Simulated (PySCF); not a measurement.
A GIAO shielding run with PySCF (density fitting, non-relativistic, gas phase) on SMILES FC(F)(F)[SiH2]C[SiH2]P, C2H8F3PSi2:

```
$ OMP_NUM_THREADS=1 python probes_run.py task.json out

{"job": {"kind": "nmr", "xc": "PBE0", "basis": "pcSseg-1"}, "charge": 0, "multiplicity": 1}
F     -3.147847    -1.245658     0.468135
C     -2.816120    -0.028839    -0.014773
F     -2.927083    -0.122420    -1.357004
F     -3.796172     0.806779     0.382060
Si    -1.046744     0.550877     0.558731
C      0.119868    -0.801751    -0.056123
Si     1.905983    -0.635151     0.595035
P      2.550239     1.479182     0.251278
H     -0.874604     1.853622    -0.079545
H     -1.166165     0.636922     2.013758
H      0.130760    -0.794796    -1.147456
H     -0.260502    -1.781022     0.235342
H      2.750962    -1.646676    -0.055619
H      1.933630    -0.853236     2.044410
H      2.752006     1.343878    -1.110944
H      3.884191     1.247232     0.528788
```

Hardware: 1 thread of an Intel Xeon, shared host. The job also computes population analyses, field gradients.

(1) How large is the calculation?

(2) How long does it take, and how much memory does it need?

Results:

(1) 90 electrons, 197 basis functions and 1096 auxiliary functions.

(2) 97 s of wall time, with 12 SCF cycles and 4 response iterations; peak memory 0.87 GiB. Times on a shared host scatter by some tens of per cent.
